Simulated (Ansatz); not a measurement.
A nudged elastic band was laid between two geometries of CH5BClNSSi (11 atoms, charge 0, multiplicity 1).

These are results of RKS PBE-D4/cc-pVDZ in Ansatz 0.2.0, not measurements.

```json
{
 "movable images": "5",
 "climbing image": "yes",
 "spring": "2.0 to 10.0 eV/Å², energy-weighted",
 "optimiser": "quadratic models (default)",
 "start path": "through a guess of the saddle point",
 "force threshold": "0.03 eV/Å",
 "iteration limit": "60",
 "end points": "relaxed"
}
```

Image 0:

```xyz
11
Properties=species:S:1:pos:R:3
N -0.872 -0.396 -0.971
C 0.533 0.190 -1.013
S 1.699 -0.974 -0.220
Si 0.610 -0.221 1.590
B -0.443 0.709 0.136
Cl -1.447 2.218 0.111
H -0.937 -1.413 -0.818
H -1.511 -0.045 -1.697
H 0.819 0.607 -1.993
H 0.084 -1.352 2.451
H 1.531 0.620 2.445
```

Image 6:

```xyz
11
Properties=species:S:1:pos:R:3
N -0.969 -0.835 -1.527
C -0.041 -0.405 -0.685
S 1.204 -1.453 -0.033
Si 0.902 0.106 1.597
B 0.008 1.029 -0.010
Cl -1.600 1.952 -0.039
H -1.030 -1.800 -1.859
H -1.709 -0.170 -1.781
H 0.954 1.647 -0.492
H 0.105 -0.618 2.659
H 2.240 0.490 2.190
```

(1) Which bonds break or form, and what moves?

(2) What energy profile does the band end with?

(3) What is the geometry of the highest image?

The band took 19 iterations and of the order of 10 core-minutes.

## Answers

(1) Bonds broken: N1–B5, C2–H9. Bonds formed: B5–H9.

(2) The forces met the threshold. The highest image is number 4 of 0 to 6, 0.71 eV above the first end and 1.04 eV above the last; the last end lies 0.33 eV below the first. The profile has 2 maxima (images 2, 4) with wells between them (image 3): this band takes more than one step, which may be the mechanism or a detour left from its start path. Another band between the same ends (5 images) ends at a top of the same energy, where a vibrational analysis finds 1 clearly imaginary mode. The orbitals stay closed-shell, which can raise the energy where a bond breaks towards radicals; this wasn't checked here.

```csv
image,path coordinate (Å),energy (eV),N1–B5 (Å),C2–H9 (Å),B5–H9 (Å)
0,0.00,0.00,1.62,1.10,2.48
1,1.30,0.52,2.21,1.11,2.41
2,2.58,0.53,2.55,1.12,2.26
3,3.86,0.41,2.65,1.11,2.14
4,4.87,0.71,2.67,1.21,1.65
5,5.50,0.22,2.61,1.75,1.28
6,6.90,-0.33,2.59,2.29,1.23
```

(3) 
```xyz
11
Properties=species:S:1:pos:R:3:forces:R:3
N -0.927 -0.808 -1.669 0.00 0.00 0.00
C -0.135 -0.321 -0.625 0.00 0.00 0.00
S 0.999 -1.538 0.239 0.00 0.00 0.00
Si 0.906 0.072 1.758 0.00 0.00 0.00
B -0.371 0.821 0.378 0.00 0.00 0.00
Cl -1.502 2.171 0.151 0.00 0.00 0.00
H -0.405 -1.145 -2.485 0.00 0.00 0.00
H -1.659 -0.147 -1.952 0.00 0.00 0.00
H 0.647 0.567 -0.898 0.00 0.00 0.00
H 0.271 -0.425 3.034 0.00 0.00 0.00
H 2.240 0.697 2.091 0.00 0.00 0.00
```

Time of the run: 5 min on 2 threads of Arm Neoverse V1 (shared host), peak memory 0.2 GiB.
